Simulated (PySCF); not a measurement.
# Potential energy of SrH along the bond

Set-up: Sr def2-TZVP with ECP28, H def2-TZVP; scalar-relativistic core potentials (PySCF 2.14). Energies in eV from Sr + H in their ground configurations at the same level. State: ²Σ⁺ (doublet), unpaired electrons σ ↑.

```tsv
R (Å)	UHF	PBE	UHF-SCS-MP2
1.840	-0.901	-1.468	-0.879
1.926	-1.128	-1.635	-1.080
2.012	-1.274	-1.732	-1.205
2.076	-1.341	-1.769	-1.259
2.140	-1.378	-1.780	-1.284
2.204	-1.389	-1.770	-1.286
2.290	-1.373	-1.732	-1.259
2.397	-1.312	-1.653	-1.189
2.525	-1.197	-1.529	-1.068
2.696	-0.998	-1.337	-0.866
```

Question: Put a parabola through the three lowest points of the UHF curve and estimate Re, k and ωe (reduced mass 0.9964 u; 1 eV/Å² = 0.16022 mdyn/Å; ωe = 1302.8·√(k/μ) cm⁻¹).

Answer: Through R = 2.14, 2.204, 2.29 Å the second-order coefficient is 2.39 eV/Å², so Re ≈ 2.208 Å, k ≈ 0.765 mdyn/Å and ωe ≈ 1141 cm⁻¹. A polynomial fit of higher order to the unrounded UHF energies gives Re = 2.205 Å, k = 0.809 mdyn/Å, ωe = 1174 cm⁻¹; anharmonicity and rounding make the difference.

The higher-order fit for each curve: UHF: Re = 2.205 Å, ωe = 1174 cm⁻¹, De = 1.39 eV; PBE: Re = 2.140 Å, ωe = 1167 cm⁻¹, De = 1.78 eV; UHF-SCS-MP2: Re = 2.177 Å, ωe = 1173 cm⁻¹, De = 1.29 eV.

Correlated steps freeze no core orbitals. Spin–orbit coupling is left out. The state is the lowest determinant that a PBE0 search found; another state may lie lower at other levels.
